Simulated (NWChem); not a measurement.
Program: NWChem. System: BeClF, charge 0, spin multiplicity 1, at a geometry optimised with PBE/def2-SVP. The structure started from a generated list of species. Level: TD-PBE0/6-31G* (spherical d).

Job file:

```
start mol
memory heap 200 mb stack 900 mb global 1100 mb
geometry units angstroms nocenter noautoz noautosym
  Be     0.000000     0.000000     0.609134
  F      0.000000     0.000000     2.004175
  Cl     0.000000     0.000000    -1.204359
end
basis spherical
  * library 6-31g*
end
dft
  xc pbe0
  semidirect memsize 60000000 filesize 0
  iterations 100
end
tddft
  rpa
  nroots 10
  notriplet
end
task tddft energy
```

Part of the output:

```
             Northwest Computational Chemistry Package (NWChem) 7.3.0
             --------------------------------------------------------

                                NWChem Input Module
                                -------------------

 Scaling coordinates for geometry "geometry" by  1.889725989
 (inverse scale =  0.529177249)

                             Geometry "geometry" -> ""
                             -------------------------

 Output coordinates in angstroms (scale by  1.889725989 to convert to a.u.)

  No.       Tag          Charge          X              Y              Z
 ---- ---------------- ---------- -------------- -------------- --------------
    1 Be                   4.0000     0.00000000     0.00000000     0.60913400
    2 F                    9.0000     0.00000000     0.00000000     2.00417500
    3 Cl                  17.0000     0.00000000     0.00000000    -1.20435900

 Effective nuclear repulsion energy (a.u.)      58.7321767203

            Nuclear Dipole moment (a.u.)
            ----------------------------
        X                 Y               Z
 ---------------- ---------------- ----------------
     0.0000000000     0.0000000000     0.0000151178


 Summary of "ao basis" -> "" (spherical)
 ------------------------------------------------------------------------------
       Tag                 Description            Shells   Functions and Types
 ---------------- ------------------------------  ------  ---------------------
 *                           6-31g*                   on all atoms

                                 NWChem DFT Module
                                 -----------------

 Summary of "ao basis" -> "ao basis" (spherical)
 ------------------------------------------------------------------------------
       Tag                 Description            Shells   Functions and Types
 ---------------- ------------------------------  ------  ---------------------
 Be                          6-31g*                  6       14   3s2p1d
 F                           6-31g*                  6       14   3s2p1d
 Cl                          6-31g*                  8       18   4s3p1d

 Summary of "ao basis" -> "ao basis" (spherical)
 ------------------------------------------------------------------------------
       Tag                 Description            Shells   Functions and Types
 ---------------- ------------------------------  ------  ---------------------
 Be                          6-31g*                  6       14   3s2p1d
 F                           6-31g*                  6       14   3s2p1d
 Cl                          6-31g*                  8       18   4s3p1d

            General Information
            -------------------
          SCF calculation type: DFT
          Wavefunction type:  closed shell.
          No. of atoms     :     3
          No. of electrons :    30
           Alpha electrons :    15
            Beta electrons :    15
          Charge           :     0
          Spin multiplicity:     1
          Use of symmetry is: off; symmetry adaption is: off
          Maximum number of iterations: 100
          AO basis - number of functions:    46
                     number of shells:    20
          Convergence on energy requested:  1.00D-06
          Convergence on density requested:  1.00D-05
          Convergence on gradient requested:  5.00D-04

              XC Information
              --------------
                         PBE0 Method XC Functional
                     Hartree-Fock (Exact) Exchange  0.250
          PerdewBurkeErnzerhof Exchange Functional  0.750
            Perdew 1991 LDA Correlation Functional  1.000 local
           PerdewBurkeErnz. Correlation Functional  1.000 non-local

             Grid Information
             ----------------
          Grid used for XC integration:  medium
          Radial quadrature: Mura-Knowles
          Angular quadrature: Lebedev.
          Tag              B.-S. Rad. Rad. Pts. Rad. Cut. Ang. Pts.
          ---              ---------- --------- --------- ---------
          Be                  1.05       49           7.0       434
          F                   0.50       49           9.0       434
          Cl                  1.00       88           8.0       590
          Grid pruning is: on
          Number of quadrature shells:   186
          Spatial weights used:  Erf1

          Convergence Information
          -----------------------
          Convergence aids based upon iterative change in
          total energy or number of iterations.
          Levelshifting, if invoked, occurs when the
          HOMO/LUMO gap drops below (HL_TOL):  1.00D-02
          DIIS, if invoked, will attempt to extrapolate
          using up to (NFOCK): 10 stored Fock matrices.

                    Damping( 0%)  Levelshifting(0.5)       DIIS
                  --------------- ------------------- ---------------
          dE  on:    start            ASAP                start
          dE off:    2 iters        100 iters           100 iters

      Screening Tolerance Information
      -------------------------------
          Density screening/tol_rho:  1.00D-10
          AO Gaussian exp screening on grid/accAOfunc:  14
          CD Gaussian exp screening on grid/accCDfunc:  20
          XC Gaussian exp screening on grid/accXCfunc:  20
          Schwarz screening/accCoul:  1.00D-08

      Superposition of Atomic Density Guess
      -------------------------------------

 Sum of atomic energies:        -573.38967877

      Non-variational initial energy
      ------------------------------
[...]
  Root   2 singlet a              0.303284604 a.u.                8.2528 eV
  ----------------------------------------------------------------------------
     Transition Moments    X  0.36872   Y  0.26894   Z  0.00000
     Transition Moments   XX  0.00000  XY -0.00000  XZ -0.43049
     Transition Moments   YY  0.00000  YZ -0.31399  ZZ -0.00000
     Dipole Oscillator Strength                    0.0421128802
     Electric Quadrupole                           0.0000000422
     Magnetic Dipole                               0.0000003643
     Total Oscillator Strength                     0.0421132867

          sigma_e =   1.8538 Angstrom
          sigma_h =   1.2412 Angstrom
         |d_h->e| =   1.4161 Angstrom
            d_exc =   2.6343 Angstrom
            d_CD1 =   2.0287 Angstrom
            d_CD2 =  -0.1314 Angstrom
            d_CD3 =   4.0504 Angstrom
     Pearson C.C. =   0.0093

     Occ.   14  a   ---  Virt.   16  a   -0.98590 X
     Occ.   15  a   ---  Virt.   16  a   -0.15434 X
  ----------------------------------------------------------------------------
  Root   3 singlet a              0.322774142 a.u.                8.7831 eV
  ----------------------------------------------------------------------------
     Transition Moments    X -0.00000   Y  0.00000   Z -0.00000
     Transition Moments   XX  0.00000  XY -0.00000  XZ -0.00000
     Transition Moments   YY -0.00000  YZ -0.00000  ZZ  0.00000
     Dipole Oscillator Strength                    0.0000000000
     Electric Quadrupole                           0.0000000000
     Magnetic Dipole                               0.0000000000
     Total Oscillator Strength                     0.0000000000

          sigma_e =   1.7096 Angstrom
          sigma_h =   1.2169 Angstrom
         |d_h->e| =   1.5509 Angstrom
            d_exc =   2.6082 Angstrom
            d_CD1 =   2.0437 Angstrom
            d_CD2 =   0.0877 Angstrom
            d_CD3 =   4.1591 Angstrom
     Pearson C.C. =   0.0015

     Occ.   14  a   ---  Virt.   18  a    0.70547 X
     Occ.   15  a   ---  Virt.   17  a   -0.70547 X
  ----------------------------------------------------------------------------
  Root   4 singlet a              0.324078121 a.u.                8.8186 eV
  ----------------------------------------------------------------------------
     Transition Moments    X  0.00000   Y -0.00000   Z  0.00000
     Transition Moments   XX  0.39071  XY -0.00000  XZ  0.00000
     Transition Moments   YY -0.39071  YZ  0.00000  ZZ -0.00000
     Dipole Oscillator Strength                    0.0000000000
     Electric Quadrupole                           0.0000000277
     Magnetic Dipole                               0.0000000000
     Total Oscillator Strength                     0.0000000277

          sigma_e =   1.7092 Angstrom
          sigma_h =   1.1929 Angstrom
         |d_h->e| =   1.5742 Angstrom
            d_exc =   2.6099 Angstrom
            d_CD1 =   2.0904 Angstrom
            d_CD2 =   0.1232 Angstrom
            d_CD3 =   4.1841 Angstrom
     Pearson C.C. =   0.0027

     Occ.   14  a   ---  Virt.   18  a   -0.70576 X
     Occ.   15  a   ---  Virt.   17  a   -0.70576 X
  ----------------------------------------------------------------------------
  Root   5 singlet a              0.324078205 a.u.                8.8186 eV
  ----------------------------------------------------------------------------
     Transition Moments    X  0.00000   Y  0.00000   Z -0.00000
     Transition Moments   XX  0.00000  XY  0.39071  XZ -0.00000
     Transition Moments   YY -0.00000  YZ  0.00000  ZZ  0.00000
     Dipole Oscillator Strength                    0.0000000000
     Electric Quadrupole                           0.0000000277
     Magnetic Dipole                               0.0000000000
     Total Oscillator Strength                     0.0000000277

          sigma_e =   1.7092 Angstrom
          sigma_h =   1.1930 Angstrom
         |d_h->e| =   1.5742 Angstrom
            d_exc =   2.6099 Angstrom
            d_CD1 =   2.0904 Angstrom
            d_CD2 =   0.1232 Angstrom
            d_CD3 =   4.1841 Angstrom
     Pearson C.C. =   0.0027

     Occ.   14  a   ---  Virt.   17  a   -0.70576 X
     Occ.   15  a   ---  Virt.   18  a    0.70576 X
  ----------------------------------------------------------------------------
  Root   6 singlet a              0.351690245 a.u.                9.5700 eV
  ----------------------------------------------------------------------------
     Transition Moments    X -0.00000   Y -0.00000   Z -0.40136
     Transition Moments   XX -0.21807  XY -0.00000  XZ -0.00000
     Transition Moments   YY -0.21807  YZ -0.00000  ZZ  0.10356
     Dipole Oscillator Strength                    0.0377688791
     Electric Quadrupole                           0.0000000080
     Magnetic Dipole                               0.0000000000
     Total Oscillator Strength                     0.0377688870

          sigma_e =   1.7744 Angstrom
          sigma_h =   1.1469 Angstrom
         |d_h->e| =   1.5547 Angstrom
            d_exc =   2.6148 Angstrom
            d_CD1 =   2.1823 Angstrom
            d_CD2 =   0.0941 Angstrom
            d_CD3 =   4.1695 Angstrom
     Pearson C.C. =   0.0108

     Occ.   13  a   ---  Virt.   16  a   -0.59196 X
     Occ.   13  a   ---  Virt.   22  a   -0.07063 X
     Occ.   14  a   ---  Virt.   17  a    0.56522 X
     Occ.   15  a   ---  Virt.   18  a    0.56522 X
  ----------------------------------------------------------------------------
  Root   7 singlet a              0.376078540 a.u.               10.2336 eV
  ----------------------------------------------------------------------------
     Transition Moments    X  0.28981   Y -0.37420   Z  0.00000
     Transition Moments   XX  0.00000  XY -0.00000  XZ  0.75757
     Transition Moments   YY  0.00000  YZ -0.97816  ZZ -0.00000
     Dipole Oscillator Strength                    0.0561637391
     Electric Quadrupole                           0.0000004336
     Magnetic Dipole                               0.0000018735
     Total Oscillator Strength                     0.0561660462

          sigma_e =   1.8367 Angstrom
          sigma_h =   1.0416 Angstrom
         |d_h->e| =   1.1952 Angstrom
            d_exc =   2.4270 Angstrom
            d_CD1 =   1.9903 Angstrom
            d_CD2 =  -0.2440 Angstrom
            d_CD3 =   3.6222 Angstrom
     Pearson C.C. =  -0.0010

     Occ.   11  a   ---  Virt.   16  a   -0.80199 X
     Occ.   12  a   ---  Virt.   16  a    0.56545 X
     Occ.   13  a   ---  Virt.   18  a    0.17477 X
  ----------------------------------------------------------------------------
  Root   8 singlet a              0.376078540 a.u.               10.2336 eV
  ----------------------------------------------------------------------------
     Transition Moments    X -0.37420   Y -0.28981   Z  0.00000
     Transition Moments   XX  0.00000  XY -0.00000  XZ -0.97816
     Transition Moments   YY  0.00000  YZ -0.75757  ZZ -0.00000
     Dipole Oscillator Strength                    0.0561637114
     Electric Quadrupole                           0.0000004336
     Magnetic Dipole                               0.0000018736
     Total Oscillator Strength                     0.0561660186

          sigma_e =   1.8367 Angstrom
          sigma_h =   1.0416 Angstrom
         |d_h->e| =   1.1952 Angstrom
            d_exc =   2.4270 Angstrom
            d_CD1 =   1.9903 Angstrom
            d_CD2 =  -0.2440 Angstrom
            d_CD3 =   3.6222 Angstrom
     Pearson C.C. =  -0.0010

     Occ.   11  a   ---  Virt.   16  a    0.56545 X
     Occ.   12  a   ---  Virt.   16  a    0.80199 X
     Occ.   13  a   ---  Virt.   17  a   -0.17476 X
  ----------------------------------------------------------------------------
  Root   9 singlet a              0.389255549 a.u.               10.5922 eV
  ----------------------------------------------------------------------------
     Transition Moments    X -0.00000   Y  0.00000   Z -0.00000
     Transition Moments   XX -0.00000  XY  0.00000  XZ -0.00000
     Transition Moments   YY  0.00000  YZ  0.00000  ZZ -0.00000
     Dipole Oscillator Strength                    0.0000000000
     Electric Quadrupole                           0.0000000000
     Magnetic Dipole                               0.0000000000
     Total Oscillator Strength                     0.0000000000

          sigma_e =   1.6985 Angstrom
          sigma_h =   0.8801 Angstrom
         |d_h->e| =   1.2839 Angstrom
            d_exc =   2.3019 Angstrom
            d_CD1 =   2.1024 Angstrom
            d_CD2 =  -0.0054 Angstrom
            d_CD3 =   3.5859 Angstrom
     Pearson C.C. =   0.0031

     Occ.   11  a   ---  Virt.   17  a    0.60810 X
     Occ.   11  a   ---  Virt.   18  a   -0.35848 X
     Occ.   12  a   ---  Virt.   17  a   -0.35848 X
     Occ.   12  a   ---  Virt.   18  a   -0.60810 X
  ----------------------------------------------------------------------------
  Root  10 singlet a              0.391318325 a.u.               10.6483 eV
  ----------------------------------------------------------------------------
     Transition Moments    X  0.00000   Y -0.00000   Z -0.00000
     Transition Moments   XX -0.71191  XY  0.00000  XZ  0.00000
     Transition Moments   YY  0.71191  YZ  0.00000  ZZ  0.00000
     Dipole Oscillator Strength                    0.0000000000
     Electric Quadrupole                           0.0000001617
     Magnetic Dipole                               0.0000000000
     Total Oscillator Strength                     0.0000001617

          sigma_e =   1.6948 Angstrom
          sigma_h =   0.8447 Angstrom
         |d_h->e| =   1.3006 Angstrom
            d_exc =   2.2957 Angstrom
            d_CD1 =   2.1506 Angstrom
            d_CD2 =   0.0308 Angstrom
            d_CD3 =   3.5962 Angstrom
     Pearson C.C. =   0.0025

     Occ.   11  a   ---  Virt.   17  a    0.63804 X
     Occ.   11  a   ---  Virt.   18  a    0.30251 X
     Occ.   12  a   ---  Virt.   17  a   -0.30251 X
     Occ.   12  a   ---  Virt.   18  a    0.63804 X

              Target root =      1
          Target symmetry = none
      Ground state energy =   -574.646137368996
        Excitation energy =      0.303284601386
     Excited state energy =   -574.342852767610

  stored tddft:energy   -574.34285276761045

 Task  times  cpu:       12.5s     wall:       12.5s

 Total times  cpu:       12.5s     wall:       12.5s
```
